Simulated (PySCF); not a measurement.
C₂H₈O₂Si₂, SMILES O[Si@H]1C[SiH2]CO1.

Geometry optimised at PBE-D3(BJ)/def2-SVP. The structure was generated by enumeration; whether it is a known compound was not checked. One conformer was computed; it need not be the lowest.

Computed with PBE-D3(BJ)/def2-SVP (PySCF).

Frequencies are harmonic and unscaled.

Q: Give all harmonic wavenumbers and intensities. (Estimate from the structure and the level; the computed values follow.)

A: 
```
mode  ν (cm⁻¹)  IR (km/mol)  moving atoms (share of kinetic energy)
----  --------  -----------  --------------------------------------
1           43          1.2         O 53 %, H 22 %, Si 14 %, C 10 %
2          115          3.9         H 43 %, C 28 %, O 19 %, Si 10 %
3          178         42.3                   H 68 %, O 17 %, C 9 %
4          243         17.8         O 36 %, H 35 %, Si 19 %, C 10 %
5          304         50.8                 O 42 %, H 35 %, Si 17 %
6          343         10.1         Si 37 %, H 37 %, O 14 %, C 12 %
7          412         22.9         Si 38 %, O 35 %, H 14 %, C 13 %
8          485          7.9                         H 58 %, Si 28 %
9          534          9.1                  H 76 %, C 11 %, Si 8 %
10         621          8.0                 H 55 %, C 33 %, Si 12 %
11         639          6.6                          C 48 %, H 41 %
12         678         10.6         H 37 %, C 33 %, O 15 %, Si 14 %
13         686         35.0           H 52 %, C 32 %, Si 8 %, O 8 %
14         714         29.7         H 30 %, Si 24 %, O 24 %, C 22 %
15         736         35.4                 H 74 %, Si 11 %, C 11 %
16         784         61.1                          H 65 %, O 22 %
17         808         41.5                 H 65 %, C 20 %, Si 10 %
18         848        165.3                 H 65 %, Si 18 %, C 14 %
19         871        284.6                         H 70 %, Si 16 %
20         888         19.7                 H 52 %, O 27 %, Si 19 %
21         915         60.8                                  H 94 %
22         946         81.4                         H 71 %, Si 21 %
23         965        149.0                          H 61 %, C 33 %
24        1061        161.1                          O 49 %, C 45 %
25        1189          5.7                                  H 91 %
26        1229          3.8                          H 75 %, C 17 %
27        1322         13.0                           H 92 %, C 8 %
28        1413          1.5                                  H 94 %
29        2147        111.2                                  H 97 %
30        2160        125.2                                  H 96 %
31        2214        142.0                                  H 97 %
32        2935         46.1                                  H 94 %
33        3002          0.1                                  H 94 %
34        3004         18.0                           H 91 %, C 9 %
35        3079          0.1                           H 91 %, C 9 %
36        3761         59.1                                  H 94 %
```
